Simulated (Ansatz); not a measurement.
`CBBF` + H₂ → `BBC` + H–F  (hydrogenolysis of a B–F bond)

Computed with Ansatz on PBE0-D4/def2-TZVP structures; ΔE is electronic, products minus reactants. CCSD(T)/CBS adds triple-zeta CCSD(T) − MP2 to the extrapolated MP2 energy (def2 sets, frozen cores). This one scheme is used for every species. DFT in def2-TZVPP. HSE06 is defined as in plane-wave codes. Each species was taken in one conformer, which may not be the lowest.

```
          level  ΔE (kJ/mol)  difference from CCSD(T)/CBS
         PBE-D4        107.5                          2.9
       HSE06-D4        103.6                         -1.0
       BHLYP-D4        109.3                          4.7
         r2SCAN        111.1                          6.5
      CAM-B3LYP        112.5                          7.9
        LC-ωPBE        106.6                          2.0
    HF/def2-SVP        113.7                          9.1
  CCSD/def2-SVP        123.1                         18.5
CCSD/def2-TZVPP        105.0                          0.4
  MP2/CBS(def2)        106.4                          1.8
    CCSD(T)/CBS        104.6                            0
```

Largest T1 diagnostic among the species: 0.012.

Leaving LDA and LC-ωPBE aside and taking each functional with its dispersion term where it has one, the values, not all of them listed here, spread over 10.6 kJ/mol, from HSE06-D4 to BLYP-D4. LDA lies +3.1 kJ/mol from PBE without D4. At CCSD(T), def2-SVP lies +21.7 kJ/mol from the extrapolated value and def2-TZVPP +3.0 kJ/mol.
